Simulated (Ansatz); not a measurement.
# Molecular dynamics of BF2HO

The input (input.yaml):

```yaml
crystal:
  periodic: [false, false, false]
  atoms:
    - { symbol: B, position_ang: [-0.011347, -0.027639, 0.029114] }
    - { symbol: O, position_ang: [0.001013, -0.114173, 1.369716] }
    - { symbol: H, position_ang: [-0.886685, -0.17323, 1.744258] }
    - { symbol: F, position_ang: [1.133375, 0.059055, -0.632379] }
    - { symbol: F, position_ang: [-1.145857, -0.025413, -0.673609] }
basis:
  gaussian: { orbitals: cc-pVDZ }
hamiltonian:
  xc: cam_b3lyp
md:
  timestep: 0.5
  n_steps: 100
  ensemble: nve
  temperature: 1000.0
  initial_velocities: maxwell_boltzmann
  seed: 317721
  masses: [{ species: H, mass: 10.0 }]
```

Launched with:

```bash
$ ansatz run input.yaml --threads 1 --pin off --max-ram 2048MiB --backend cpu --events-out ev --progress --plain --runs-dir out
```

It starts from a relaxed structure.

Output, in part (one step line in 4, the closing report, with atoms numbered from 0):

```
md step     0: t =     0.00 fs  T =  1000.0 K  F+E_penalty+E_count = -8176.09602389 eV  E_kin = 0.387780 eV  conserved = -8175.70824389 eV  (24 SCF iters)
md step     4: t =     2.00 fs  T =   925.7 K  F+E_penalty+E_count = -8176.06714372 eV  E_kin = 0.358960 eV  conserved = -8175.70818371 eV  (25 SCF iters)
md step     8: t =     4.00 fs  T =   744.2 K  F+E_penalty+E_count = -8175.99662074 eV  E_kin = 0.288584 eV  conserved = -8175.70803718 eV  (25 SCF iters)
md step    12: t =     6.00 fs  T =   543.6 K  F+E_penalty+E_count = -8175.91873384 eV  E_kin = 0.210785 eV  conserved = -8175.70794847 eV  (25 SCF iters)
md step    16: t =     8.00 fs  T =   379.4 K  F+E_penalty+E_count = -8175.85507072 eV  E_kin = 0.147107 eV  conserved = -8175.70796376 eV  (25 SCF iters)
md step    20: t =    10.00 fs  T =   247.9 K  F+E_penalty+E_count = -8175.80412443 eV  E_kin = 0.096146 eV  conserved = -8175.70797814 eV  (25 SCF iters)
md step    24: t =    12.00 fs  T =   143.3 K  F+E_penalty+E_count = -8175.76347564 eV  E_kin = 0.055551 eV  conserved = -8175.70792454 eV  (25 SCF iters)
md step    28: t =    14.00 fs  T =    96.8 K  F+E_penalty+E_count = -8175.74538441 eV  E_kin = 0.037531 eV  conserved = -8175.70785310 eV  (23 SCF iters)
md step    32: t =    16.00 fs  T =   150.5 K  F+E_penalty+E_count = -8175.76621654 eV  E_kin = 0.058371 eV  conserved = -8175.70784582 eV  (23 SCF iters)
md step    36: t =    18.00 fs  T =   307.3 K  F+E_penalty+E_count = -8175.82708825 eV  E_kin = 0.119153 eV  conserved = -8175.70793535 eV  (25 SCF iters)
md step    40: t =    20.00 fs  T =   511.1 K  F+E_penalty+E_count = -8175.90624771 eV  E_kin = 0.198177 eV  conserved = -8175.70807087 eV  (26 SCF iters)
md step    44: t =    22.00 fs  T =   679.0 K  F+E_penalty+E_count = -8175.97145347 eV  E_kin = 0.263302 eV  conserved = -8175.70815102 eV  (25 SCF iters)
md step    48: t =    24.00 fs  T =   761.6 K  F+E_penalty+E_count = -8176.00346400 eV  E_kin = 0.295336 eV  conserved = -8175.70812788 eV  (24 SCF iters)
md step    52: t =    26.00 fs  T =   769.8 K  F+E_penalty+E_count = -8176.00658108 eV  E_kin = 0.298511 eV  conserved = -8175.70806959 eV  (25 SCF iters)
md step    56: t =    28.00 fs  T =   736.6 K  F+E_penalty+E_count = -8175.99369742 eV  E_kin = 0.285640 eV  conserved = -8175.70805716 eV  (25 SCF iters)
md step    60: t =    30.00 fs  T =   671.9 K  F+E_penalty+E_count = -8175.96859733 eV  E_kin = 0.260532 eV  conserved = -8175.70806529 eV  (25 SCF iters)
md step    64: t =    32.00 fs  T =   573.7 K  F+E_penalty+E_count = -8175.93050404 eV  E_kin = 0.222470 eV  conserved = -8175.70803394 eV  (26 SCF iters)
md step    68: t =    34.00 fs  T =   461.5 K  F+E_penalty+E_count = -8175.88692191 eV  E_kin = 0.178949 eV  conserved = -8175.70797314 eV  (26 SCF iters)
md step    72: t =    36.00 fs  T =   372.0 K  F+E_penalty+E_count = -8175.85217469 eV  E_kin = 0.144242 eV  conserved = -8175.70793310 eV  (26 SCF iters)
md step    76: t =    38.00 fs  T =   331.3 K  F+E_penalty+E_count = -8175.83639199 eV  E_kin = 0.128458 eV  conserved = -8175.70793413 eV  (27 SCF iters)
md step    80: t =    40.00 fs  T =   340.7 K  F+E_penalty+E_count = -8175.84009137 eV  E_kin = 0.132130 eV  conserved = -8175.70796163 eV  (26 SCF iters)
md step    84: t =    42.00 fs  T =   384.0 K  F+E_penalty+E_count = -8175.85691528 eV  E_kin = 0.148917 eV  conserved = -8175.70799868 eV  (25 SCF iters)
md step    88: t =    44.00 fs  T =   438.0 K  F+E_penalty+E_count = -8175.87787584 eV  E_kin = 0.169844 eV  conserved = -8175.70803189 eV  (25 SCF iters)
md step    92: t =    46.00 fs  T =   482.5 K  F+E_penalty+E_count = -8175.89515118 eV  E_kin = 0.187108 eV  conserved = -8175.70804276 eV  (24 SCF iters)
md step    96: t =    48.00 fs  T =   510.2 K  F+E_penalty+E_count = -8175.90589107 eV  E_kin = 0.197853 eV  conserved = -8175.70803816 eV  (24 SCF iters)
md step   100: t =    50.00 fs  T =   522.2 K  F+E_penalty+E_count = -8175.91052785 eV  E_kin = 0.202487 eV  conserved = -8175.70804130 eV  (26 SCF iters)
Total energy: -8175.91060827 eV, -300.4591730227 hartree
Atom 0 at     0.037207    -0.062056     0.034541 Å, force    -1.668763     0.420904     0.051185 eV/Å
Atom 1 at    -0.072644    -0.158704     1.362085 Å, force     2.149732    -0.077294     0.383499 eV/Å
Atom 2 at    -0.901247    -0.108031     1.827549 Å, force    -0.656220    -0.041175    -0.321720 eV/Å
Atom 3 at     1.125631     0.090758    -0.686655 Å, force     0.785126    -0.209023     0.516142 eV/Å
Atom 4 at    -1.096046    -0.034350    -0.659836 Å, force    -0.609874    -0.093411    -0.629105 eV/Å
Dipole moment:    -0.257881    -0.017729     0.343449 e Å
```

The run went to its last step. The conserved energy stayed within 0.081 meV per atom of its start (net change 0.041 meV per atom), so the integration is sound. A run of 0.05 ps of so small a system gives no equilibrium averages.

The same pairs are bonded in the first frame and the last. Pairs count as bonded within 1.25 times the sum of covalent radii (0.12 Å more for H–H).

Last frame:

```xyz
5
Properties=species:S:1:pos:R:3
B 0.037 -0.062 0.035
O -0.073 -0.159 1.362
H -0.901 -0.108 1.827
F 1.126 0.091 -0.687
F -1.096 -0.034 -0.660
```

Time of the run: 75 s on 1 thread of Intel(R) Xeon(R) 6975P-C (Granite Rapids), with other jobs on the host, peak memory 0.13 GiB.
